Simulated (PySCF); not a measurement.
Species: C4H6O4Si.
SMILES: `C[Si]1(C)OC(=O)C(=O)O1`

Method: TDDFT PBE0/def2-SVPD, vertical, gas phase, core orbitals frozen in the response (PySCF 2.14.0, density-fitted response routines). Isolated species at its GFN2-xTB geometry, gas phase.

Computed states:

```
state  E (eV)       f
   S1    4.24  0.0000
   S2    5.10  0.0000
   S3    6.47   0.139
   S4    6.97   0.044
   S5    7.34   0.036
   S6    7.51  0.0004
   S7    7.58  0.0000
   S8    7.63  0.0001
```

Each state is given a Gaussian of 0.25 eV full width at half maximum, with ε(max) = 2.175×10⁸ f / Δν̃ (Δν̃ the width in cm⁻¹). The width is an assumption, not a result. The curve ends short of the highest state used, and states not computed would add to its high-energy end.

Problem. Give the broadened spectrum and its maxima.

Solution. 
(E (eV), ε (L mol⁻¹ cm⁻¹)): (3.86, 0), (4.00, 0), (4.14, 0), (4.27, 0), (4.41, 0), (4.55, 0), (4.69, 0), (4.83, 0), (4.96, 0), (5.10, 0), (5.24, 0), (5.38, 0), (5.51, 0), (5.65, 0), (5.79, 0), (5.93, 0), (6.06, 9), (6.20, 601), (6.34, 7149), (6.48, 14934), (6.61, 6253), (6.75, 1037), (6.89, 3627), (7.03, 4013)

Maxima: 192 nm (6.47 eV), ε about 15000, made up of S3 (100%); 178 nm (6.97 eV), ε about 4700, made up of S4 (100%) (ε in L mol⁻¹ cm⁻¹; maxima over ε = 5, shares over 10%).

Problem. On this curve, what absorbance would a 10⁻³ mol/L sample give at 193 nm over a 1 cm path?

Solution. 193 nm is 6.424 eV, where ε is about 14000 L mol⁻¹ cm⁻¹, so A = ε c l ≈ 14 (Beer–Lambert, with the gas-phase spectrum and the assumed width).

Problem. Coming from long wavelengths, where does ε first pass 100 L mol⁻¹ cm⁻¹?

Solution. At about 202 nm (6.13 eV), 1.90 eV above S1.

Problem. What would ε be at 6.47 eV, the highest of these maxima, with half the width (0.125 eV)?

Solution. About 30000 L mol⁻¹ cm⁻¹ against 15000, a factor of about 2.00; a lone state at its own centre would give exactly 2.

Rough CPU time on one thread of a shared machine: about 2 min.
